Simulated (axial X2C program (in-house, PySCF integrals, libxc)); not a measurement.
## Worked dissociation energy of AuH: CCSD, 2c

All values were computed with an in-house all-electron X2C program for linear molecules (integrals from PySCF). Two-component (2c) means X2C with spin–orbit coupling and atomic mean-field two-electron Coulomb and Gaunt terms. Basis: Au dyall-cv3z [13s14p9d6f4g], H dyall-v3z [6s2p1d] (cores contracted in-house); Gaussian nuclei, density fitting, unrestricted open shells. Masses: Au 196.967 u, H 1.008 u.

Molecular state: Ω = 0 (closed shell).

Correlated methods: 12 electrons correlated (number of frozen shells: Au 5 s, 4 p, 2 d, 1 f; H none), 220 virtual spin orbitals or spinors in MP2, 90 natural virtuals in coupled cluster.

```
E(Au) (2M_J = 1) : -19011.769979 hartree
E(H) (2M_J = 1)  : -0.500004 hartree
E(AuH) at Re     : -19012.382878 hartree
ωe               : 2278.4 cm⁻¹
ωexe             : 42.5 cm⁻¹
```

Work out De and D0.

De = -19011.769979 + (-0.500004) − (-19012.382878) = 0.11290 hartree = 3.072 eV. The zero-point energy is ωe/2 − ωexe/4 = 1129 cm⁻¹ = 0.140 eV, so D0 = 2.932 eV.

The state is a single determinant with fixed occupations, the lowest that a limited PBE0 search found. The closed shell is kept restricted, so the energy runs too high when the bond is stretched far. Dissociation energies refer to the lowest single-determinant-based atoms at the same level and basis. CCSD ran in a truncated set of natural virtual spinors with an MP2 remainder; without triples it tends to underbind. The T1 diagnostic is large, a sign of multireference character.

Each atomic determinant is the lowest at this level and need not be a pure J level. Totals compare only within one Hamiltonian and basis.
